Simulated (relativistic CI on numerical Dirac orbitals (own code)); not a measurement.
Forbidden lines of Kr19+

These numbers are calculated, not measured: Dirac-Coulomb-Breit CI, separate exchange-only KLI orbitals for each configuration, model QED (radiative potential, 1s self-energy scaled to tabulated hydrogen-like ionisation energies), unscaled Slater integrals (own radial code, finite nucleus).

Configurations in the expansion (outside the closed core [Ne]): 3s2.3p5, 3s.3p6, 3s2.3p4.3d, 3s.3p5.3d, 3p6.3d, 3s.3p4.3d2, 3s2.3p3.3d.4p, 3s2.3p4.4s, 3p6.4s, 3p6.4p, 3s2.3p4.4p, 3s.3p4.3d.4s, 3s2.3p3.3d2, 3s2.3p2.3d3, 3s.3p3.3d3, 3s2.3p2.3d2.4s, 3s2.3p2.3d2.4p. Double excitations out of closed p, d and f shells are left out; levels of such configurations are missing from the list, as are those of other unlisted configurations, and high levels can miss mixing partners.

| λ vac (Å) | Lower | Upper | Type | A (s⁻¹) | log gf |
| --- | --- | --- | --- | --- | --- |
| 141.46 | 3s2.3p5 2P°_3/2 [1] | 3s2.3p4.3d 4D_7/2 [6] | M2 | 3.74e+02 | -8.05 |
| 464.30 | 3s2.3p4.3d 4D_5/2 [4] | 3s2.3p4.3d 2F_7/2 [24] | M1 | 6.97e+02 | -6.74 |
| 482.23 | 3s2.3p4.3d 4D_7/2 [6] | 3s2.3p4.3d 2F_7/2 [24] | M1 | 3.52e+03 | -6.01 |
| 599.18 | 3s2.3p4.3d 4F_9/2 [8] | 3s2.3p4.3d 2F_7/2 [24] | M1 | 6.66e+03 | -5.54 |
| 638.58 | 3s2.3p4.3d 2F_7/2 [9] | 3s2.3p4.3d 2F_7/2 [24] | M1 | 5.48e+02 | -6.57 |
| 670.72 | 3s2.3p4.3d 4D_7/2 [6] | 3s2.3p4.3d 2G_9/2 [21] | M1 | 1.08e+03 | -6.14 |
| 678.82 | 3s2.3p4.3d 4D_5/2 [4] | 3s2.3p4.3d 2G_7/2 [20] | M1 | 1.09e+03 | -6.22 |
| 683.40 | 3s2.3p3.3d2 6F°_11/2 [53] | 3s2.3p3.3d2 4H°_13/2 [85] | M1 | 5.79e+02 | -6.25 |
| 717.85 | 3s2.3p4.3d 4D_7/2 [6] | 3s2.3p4.3d 2G_7/2 [20] | M1 | 2.25e+03 | -5.86 |
| 824.27 | 3s2.3p4.3d 4D_5/2 [4] | 3s2.3p4.3d 4F_7/2 [17] | M1 | 2.37e+02 | -6.71 |
| 882.53 | 3s2.3p4.3d 4D_7/2 [6] | 3s2.3p4.3d 4F_7/2 [17] | M1 | 2.23e+03 | -5.68 |
| 920.64 | 3s2.3p4.3d 4F_9/2 [8] | 3s2.3p4.3d 2G_9/2 [21] | M1 | 5.98e+03 | -5.12 |
| 993.13 | 3s2.3p4.3d 4P_5/2 [16] | 3s2.3p4.3d 2F_7/2 [24] | M1 | 7.85e+02 | -6.03 |
| 1011.8 | 3s2.3p4.3d 4F_9/2 [8] | 3s2.3p4.3d 2G_7/2 [20] | M1 | 2.57e+02 | -6.50 |
| 1129.5 | 3s2.3p4.3d 2F_7/2 [9] | 3s2.3p4.3d 2G_7/2 [20] | M1 | 2.95e+03 | -5.35 |
| 1145.6 | 3s2.3p5 2P°_3/2 [1] | 3s2.3p5 2P°_1/2 [2] | M1 | 1.19e+04 | -5.33 |
| 1372.9 | 3s2.3p4.3d 4F_9/2 [8] | 3s2.3p4.3d 4F_7/2 [17] | M1 | 3.78e+03 | -5.07 |
| 1407.7 | 3s2.3p4.3d 2D_5/2 [19] | 3s2.3p4.3d 2F_7/2 [24] | M1 | 5.43e+02 | -5.89 |
| 1599.0 | 3s2.3p4.3d 2F_7/2 [9] | 3s2.3p4.3d 4F_7/2 [17] | M1 | 1.08e+03 | -5.48 |
| 2470.7 | 3s2.3p4.3d 4D_7/2 [6] | 3s2.3p4.3d 4F_9/2 [8] | M1 | 1.93e+02 | -5.75 |

Terms are leading LS components. Brackets give the number of a level in order of energy, since labels repeat. The list gives strong lines, with weight on those to low levels, among the lowest 200 of 2504 levels, so that lines to higher ones, which can be the strongest, are missing. Levels whose partners in the same complex of configurations lie outside the list can be far off, and so can their lines. Rates are taken at the computed energies, electric ones in the length gauge.

At this charge energies of transitions that change n are usually good to better than 1 %, and those within a shell (Δn = 0) to a few per cent.

LS names give the leading component of a level, which can be under half, so a name can repeat, a term be missing and a line seem to break the LS rules.
